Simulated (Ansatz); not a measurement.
Reaction (ligand exchange at the Si–O bond): `F[SiH2]O[SiH2]F` + PH₃ → `F[SiH2]P` + `O[SiH2]F`

Calculated with Ansatz (gas phase, PBE0-D4/def2-TZVP geometries, no zero-point term in ΔE). CCSD(T)/CBS is the MP2 limit (def2-TZVPP, def2-QZVPP) plus CCSD(T) − MP2 in def2-TZVPP, frozen cores. This one scheme is used for every species. One conformer a species, not always the lowest.

```tsv
species	MP2/def2-QZVPP energy (Eh)
`F[SiH2]O[SiH2]F`	-855.42497
PH₃	-342.67677
`F[SiH2]P`	-732.17468
`O[SiH2]F`	-465.88381
```

(1) Work out ΔE.

Largest T1 diagnostic among the species: 0.013.

## Answers

(1) ΔE = (-732.17468) + (-465.88381) − (-855.42497) − (-342.67677) = 0.04325 Eh = +1.18 eV. CCSD(T)/CBS gives +1.15 eV.

From r2SCAN to r2SCAN0 (25 % exact exchange), in def2-TZVPP and without D4, ΔE moves by +0.04 eV. At CCSD(T), def2-SVP lies +0.05 eV from the extrapolated value and def2-TZVPP +0.03 eV. Leaving LDA and LC-ωPBE aside and taking each functional with its dispersion term where it has one, the values, not all of them listed here, spread over 0.37 eV, from revPBE-D4 to BHLYP-D4. LDA lies +0.04 eV from PBE without D4.
